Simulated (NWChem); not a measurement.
System: TaNH₂OCl₂; SMILES [NH2][Ta](=[O])([Cl])[Cl]

The following NWChem deck was run.

```
start job
memory heap 200 mb stack 900 mb global 1100 mb
geometry units angstroms noautoz
  Ta    -0.180992     0.070664     0.000000
  O     -0.939486     1.599796     0.000000
  Cl     1.060024    -0.199319     1.942470
  Cl     1.060024    -0.199319    -1.942470
  N     -1.699898    -1.151300     0.000000
  H     -2.678322    -0.873432     0.000000
  H     -1.618355    -2.167205     0.000000
end
basis spherical
  * library def2-svp
end
ecp
  Ta library def2-ecp
end
dft
  xc b3lyp
  iterations 150
  mulliken
end
task dft energy
```

Excerpt of the output:

```
             Northwest Computational Chemistry Package (NWChem) 7.3.0
             --------------------------------------------------------

 CS  symmetry detected

                             Geometry "geometry" -> ""
                             -------------------------

 Output coordinates in angstroms (scale by  1.889725989 to convert to a.u.)

  No.       Tag          Charge          X              Y              Z
 ---- ---------------- ---------- -------------- -------------- --------------
    1 Ta                  73.0000    -0.17977100     0.05305285     0.00000000
    2 O                    8.0000    -1.08114941     1.50256131     0.00000000
    3 Cl                  17.0000     1.08138926    -0.09690158    -1.94247000
    4 Cl                  17.0000     1.08138926    -0.09690158     1.94247000
    5 N                    7.0000    -1.57473750    -1.30868866     0.00000000
    6 H                    1.0000    -2.57526623    -1.12575037     0.00000000
    7 H                    1.0000    -1.39632742    -2.31212380     0.00000000

 Effective nuclear repulsion energy (a.u.)    1062.7215546871

      Symmetry information
      --------------------

 Group name             Cs
 Group number              2
 Group order               2
 No. of unique centers     6

                                 NWChem DFT Module
                                 -----------------

 Summary of "ao basis" -> "ao basis" (spherical)
 ------------------------------------------------------------------------------
       Tag                 Description            Shells   Functions and Types
 ---------------- ------------------------------  ------  ---------------------
 Ta                         def2-svp                12       32   6s3p2d1f
 O                          def2-svp                 6       14   3s2p1d
 Cl                         def2-svp                 8       18   4s3p1d
 N                          def2-svp                 6       14   3s2p1d
 H                          def2-svp                 3        5   2s1p

      Symmetry analysis of basis
      --------------------------

        a'         68
        a"         38

            General Information
            -------------------
          SCF calculation type: DFT
          Wavefunction type:  closed shell.
          No. of atoms     :     7
          No. of electrons :    64
           Alpha electrons :    32
            Beta electrons :    32
          Charge           :     0
          Spin multiplicity:     1
          Use of symmetry is: on ; symmetry adaption is: on
          Maximum number of iterations: 150
          AO basis - number of functions:   106
                     number of shells:    46
          Convergence on energy requested:  1.00D-06
          Convergence on density requested:  1.00D-05
          Convergence on gradient requested:  5.00D-04

              XC Information
              --------------
                         B3LYP Method XC Potential
                     Hartree-Fock (Exact) Exchange  0.200
                        Slater Exchange Functional  0.800 local
                    Becke 1988 Exchange Functional  0.720 non-local
              Lee-Yang-Parr Correlation Functional  0.810
                  VWN I RPA Correlation Functional  0.190 local

             Grid Information
             ----------------
          Grid used for XC integration:  medium
          Radial quadrature: Mura-Knowles
          Angular quadrature: Lebedev.
          Tag              B.-S. Rad. Rad. Pts. Rad. Cut. Ang. Pts.
          ---              ---------- --------- --------- ---------
          Ta                  1.45      123           9.0       590
          O                   0.60       49          10.0       434
          Cl                  1.00       88          11.0       590
          N                   0.65       49           9.0       434
          H                   0.35       45          11.0       434
          Grid pruning is: on
          Number of quadrature shells:   399
          Spatial weights used:  Erf1

      Superposition of Atomic Density Guess
      -------------------------------------

 Sum of atomic energies:       -1110.49958676

      Non-variational initial energy
      ------------------------------

 Total energy =   -1105.385464
 1-e energy   =   -2160.952674
 2-e energy   =     744.642003
 HOMO         =      -0.371001
 LUMO         =       0.006068

      Symmetry analysis of molecular orbitals - initial
      -------------------------------------------------

  Numbering of irreducible representations:

     1 a'          2 a"

  Orbital symmetries:

     1 a'          2 a"          3 a'          4 a'          5 a'
     6 a"          7 a'          8 a"          9 a'         10 a"
    11 a'         12 a"         13 a'         14 a'         15 a'
    16 a"         17 a'         18 a'         19 a'         20 a"
    21 a'         22 a'         23 a"         24 a'         25 a'
    26 a'         27 a"         28 a'         29 a"         30 a'
    31 a"         32 a"         33 a'         34 a'         35 a"
    36 a'         37 a"         38 a'         39 a'         40 a"
    41 a'         42 a'

     ---------------------------------------------
      Total Density - Mulliken Population Analysis
     ---------------------------------------------

    Atom       Charge   Shell Charges
 -----------   ------   -------------------------------------------------------
    1 Ta  13    10.48   0.03 -0.32  1.78  0.53  0.39  0.06  5.47  0.60  0.16  1.35  0.29  0.14
    2 O    8     9.13   1.99  1.16  0.73  3.25  1.99  0.01
    3 Cl  17    17.52   2.00  1.99  1.23  0.73  5.94  2.20  3.42  0.01
    4 Cl  17    17.52   2.00  1.99  1.23  0.73  5.94  2.20  3.42  0.01
    5 N    7     7.89   1.99  1.04  0.49  2.62  1.74  0.00
    6 H    1     0.74   0.58  0.11  0.04
    7 H    1     0.73   0.58  0.11  0.04

[...]
```

Level: B3LYP/def2-SVP with def2 effective core potentials on Ta. The geometry was optimised at PBE0/def2-SVP. No frequency run checked for a minimum. def2 effective core potentials on Ta; no spin-orbit coupling.
